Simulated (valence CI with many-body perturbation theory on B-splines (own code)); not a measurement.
**Co22+: calculated level list**

Calculated by configuration interaction combined with many-body perturbation theory (CI+MBPT): three valence electrons over a frozen Dirac-Fock core [He], radial functions for each j: 11 s, 11 p, 9 d, 7 f, 5 g, 2 h, 1 i, with the one-electron correlation potential Σ1, the two-electron term Σ2, the three-electron term Σ3, Breit, model QED; selected CI, second order for the rest (own B-spline code, finite nucleus).

No measured levels were compared; by estimate levels of excited configurations hold to 0.05 to 0.15 % of their energy, terms of the ground configuration to about 0.5 %.

Levels 1 to 45 of 89, with energies above the lowest level, 2s²2p ²P°_1/2. "Leading %" is the weight of the configuration and term that name the level; weights of strongly mixed levels are sums over their largest components and can fall short. In the jj column 3d3/2^4 stands for four electrons in 3d with j = 3/2.

```tsv
No.	Configuration	Term	J	E (eV)	Leading %	Second component	g	Leading jj
1	2s²2p	²P°	1/2	0.0	98		0.660	2s^2 2p1/2 (98 %)
2	2s²2p	²P°	3/2	17.3	98		1.330	2s^2 2p3/2 (98 %)
3	2s2p²	⁴P	1/2	53.4	95	4 % 2s2p² ²S	2.625	2s 2p1/2^2 (64 %)
4	2s2p²	⁴P	3/2	61.8	99		1.724	2s 2p1/2 2p3/2 (94 %)
5	2s2p²	⁴P	5/2	69.3	93	7 % 2s2p² ²D	1.567	2s 2p1/2 2p3/2 (60 %)
6	2s2p²	²D	3/2	97.8	94	6 % 2s2p² ²P	0.829	2s 2p1/2 2p3/2 (84 %)
7	2s2p²	²D	5/2	101.6	93	7 % 2s2p² ⁴P	1.225	2s 2p3/2^2 (60 %)
8	2s2p²	²P	1/2	112.1	63	34 % 2s2p² ²S	1.177	2s 2p1/2 2p3/2 (57 %)
9	2s2p²	²S	1/2	130.4	62	36 % 2s2p² ²P	1.522	2s 2p3/2^2 (81 %)
10	2s2p²	²P	3/2	132.1	94	5 % 2s2p² ²D	1.302	2s 2p3/2^2 (78 %)
11	2p³	⁴S°	3/2	165.9	88	9 % 2p³ ²P°	1.898	2p1/2^2 2p3/2 (56 %)
12	2p³	²D°	3/2	184.3	80	12 % 2p³ ²P°	0.957	2p1/2 2p3/2^2 (65 %)
13	2p³	²D°	5/2	188.9	100		1.196	2p1/2 2p3/2^2 (100 %)
14	2p³	²P°	1/2	207.4	98		0.660	2p1/2 2p3/2^2 (98 %)
15	2p³	²P°	3/2	216.5	77	17 % 2p³ ²D°	1.268	2p3/2^3 (88 %)
16	2s²3s	²S	1/2	1097.3	95		2.000	2s^2 3s (95 %)
17	2s²3p	²P°	1/2	1120.7	92		0.665	2s^2 3p1/2 (92 %)
18	2s²3p	²P°	3/2	1125.5	92		1.333	2s^2 3p3/2 (92 %)
19	2s2p3s	⁴P°	1/2	1144.0	96		2.600	2s 2p1/2 3s (95 %)
20	2s²3d	²D	3/2	1146.8	95		0.798	2s^2 3d3/2 (95 %)
21	2s2p3s	⁴P°	3/2	1148.2	90	8 % 2s2p3s ²P°	1.695	2s 2p1/2 3s (77 %)
22	2s²3d	²D	5/2	1148.3	95		1.199	2s^2 3d5/2 (95 %)
23	2s2p3s	²P°	1/2	1157.2	94		0.706	2s 2p1/2 3s (82 %)
24	2s2p3s	⁴P°	5/2	1160.6	98		1.597	2s 2p3/2 3s (98 %)
25	2s2p3p	⁴D	1/2	1164.4	75	21 % 2s2p3p ²P	0.183	2s 2p1/2 3p1/2 (97 %)
26	2s2p3p	⁴D	3/2	1168.2	73	19 % 2s2p3p ²P	1.228	2s 2p1/2 3p1/2 (74 %)
27	2s2p3s	²P°	3/2	1170.1	90	6 % 2s2p3s ⁴P°	1.355	2s 2p3/2 3s (93 %)
28	2s2p3p	²P	3/2	1173.4	28	24 % 2s2p3p ⁴S	1.484	2s 2p1/2 3p3/2 (85 %)
29	2s2p3p	²P	1/2	1175.0	65	22 % 2s2p3p ⁴D	0.648	2s 2p1/2 3p3/2 (63 %)
30	2s2p3p	⁴D	5/2	1175.5	88	8 % 2s2p3p ⁴P	1.381	2s 2p1/2 3p3/2 (68 %)
31	2s2p3p	⁴P	1/2	1177.9	90	7 % 2s2p3p ²S	2.570	2s 2p1/2 3p1/2 (69 %)
32	2s2p3p	²D	3/2	1180.4	45	28 % 2s2p3p ⁴S	1.330	2s 2p1/2 3p3/2 (76 %)
33	2s2p3p	⁴D	7/2	1186.7	100		1.426	2s 2p3/2 3p3/2 (100 %)
34	2s2p3p	⁴P	3/2	1187.0	45	21 % 2s2p3p ²P	1.417	2s 2p3/2 3p1/2 (79 %)
35	2s2p3d	⁴F°	3/2	1188.1	88	6 % 2s2p3d ²D°	0.467	2s 2p1/2 3d3/2 (94 %)
36	2s2p3p	⁴P	5/2	1189.3	63	26 % 2s2p3p ²D	1.467	2s 2p3/2 3p1/2 (74 %)
37	2s2p3p	⁴S	3/2	1189.9	40	21 % 2s2p3p ²P	1.582	2s 2p3/2 3p3/2 (79 %)
38	2s2p3d	⁴F°	5/2	1190.8	83	12 % 2s2p3d ⁴D°	1.073	2s 2p1/2 3d3/2 (47 %)
39	2s2p3d	⁴F°	7/2	1195.1	76	19 % 2s2p3d ⁴D°	1.268	2s 2p1/2 3d5/2 (71 %)
40	2s2p3p	²D	5/2	1195.9	71	27 % 2s2p3p ⁴P	1.307	2s 2p3/2 3p3/2 (88 %)
41	2s2p3d	⁴P°	5/2	1196.0	45	26 % 2s2p3d ²D°	1.407	2s 2p1/2 3d5/2 (73 %)
42	2s2p3d	⁴D°	3/2	1197.4	57	25 % 2s2p3d ⁴P°	1.292	2s 2p1/2 3d3/2 (40 %)
43	2s2p3d	⁴D°	1/2	1197.8	80	6 % 2s2p3d ⁴P°	0.251	2s 2p1/2 3d3/2 (72 %)
44	2s2p3s	²P°	1/2	1198.7	90	5 % 2s2p3d ⁴D°	0.659	2s 2p3/2 3s (74 %)
45	2s2p3s	²P°	3/2	1198.9	82	5 % 2s2p3d ²P°	1.312	2s 2p3/2 3s (72 %)
```

Names give the largest LS component (configuration and term), which can be under half, so a name can repeat, a term be missing and a line seem to break the LS rules; names also repeat where a configuration has a term twice.

The ionisation energy to 2s² ¹S0 of the next ion comes out as 1961.2 eV (NIST: 1960.8 ± 0.8 eV (semi-empirical)). All 89 levels together are meant to be complete up to 1275.9 eV.
